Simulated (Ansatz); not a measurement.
A geometry relaxed with PBE-D3(BJ)/def2-SVP (Ansatz, a first-principles code), charge 0, multiplicity 1:

```xyz
16

Si     1.5255    -0.0848    -1.2455
Si     0.0708     1.6956    -1.0186
F     -0.0062     3.1883     2.2614
Si     1.5320     0.0886     1.2502
Si    -1.5992    -0.1641    -1.1413
Si    -0.0037     1.8521     1.3140
F      0.0090    -3.1957    -2.2627
F      3.0999     0.1945     1.7377
Si     0.0037    -1.8583    -1.3168
Si     0.0742    -1.6895     1.0160
Si    -1.6075     0.1570     1.1480
F     -2.6837     0.2177    -2.3185
F      3.0887    -0.1809    -1.7493
F     -0.4167     2.8792    -2.0524
F     -0.3977    -2.8805     2.0488
F     -2.6891    -0.2191     2.3293
```

Question: Write the SMILES of this molecule.

Answer: perfluorooctasilacubane Si8F8 `F[Si]12[Si]3(F)[Si]4(F)[Si]1(F)[Si]1(F)[Si]2(F)[Si]3(F)[Si]41F`
